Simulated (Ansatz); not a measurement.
Cl₂H₂O₂Si₂ at its PBE0-D4/def2-TZVP geometry, where that method's forces vanish. Total charge 0; spin multiplicity 1.

```xyz
8

Cl    0.0643    2.3589    1.4925
Si   -0.7222    0.7339    0.5825
O    -0.2624    0.5642   -1.0103
Si    0.5210   -0.8563   -0.6284
Cl    2.5228   -0.7859   -0.9021
O     0.0515   -0.6924    0.9622
H    -2.1727    0.7269    0.8088
H    -0.0023   -2.0493   -1.3051
```

What forces (eV/Å) does ωB97M-V/def2-TZVPP give on these atoms in Ansatz? (Estimate.)

Computed: 
```
Cl1  0.024  0.028  0.014
Si2 -0.331  0.108  0.121
O3   0.003  0.039 -0.047
Si4 -0.003 -0.311 -0.198
Cl5  0.039  0.010  0.000
O6   0.019 -0.025  0.053
H7   0.184 -0.001 -0.030
H8   0.064  0.152  0.086
```
